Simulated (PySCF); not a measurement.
Ge(OH)4 (GeH4O4), SMILES [Ge]([OH])([OH])([OH])[OH]. Coordinates come from a PBE0-D3(BJ)/def2-SVP optimisation. The isomer is the one that the SMILES or the coordinates give; other isomers of the formula were not compared. One conformer was computed; it need not be the lowest.

Computed equilibrium geometry at PBE0-D3(BJ)/def2-SVP (PySCF confirms it by a frequency run) as bond lengths and angles, and its point group (one conformer of several):
point group S4.
Atoms: O1 Ge2 O3 O4 O5 H6 H7 H8 H9. Bonds (Å): O1–Ge2 1.756, O1–H6 0.964, Ge2–O3 1.756, Ge2–O4 1.756, Ge2–O5 1.756, O3–H7 0.964, O4–H8 0.964, O5–H9 0.964. Angles (°): Ge2–O1–H6 111.7, O1–Ge2–O3 116.3, O1–Ge2–O4 106.2, O1–Ge2–O5 106.2, O3–Ge2–O4 106.2, O3–Ge2–O5 106.2, O4–Ge2–O5 116.3, Ge2–O3–H7 111.7, Ge2–O4–H8 111.7, Ge2–O5–H9 111.7.
Charge 0, spin multiplicity 1.
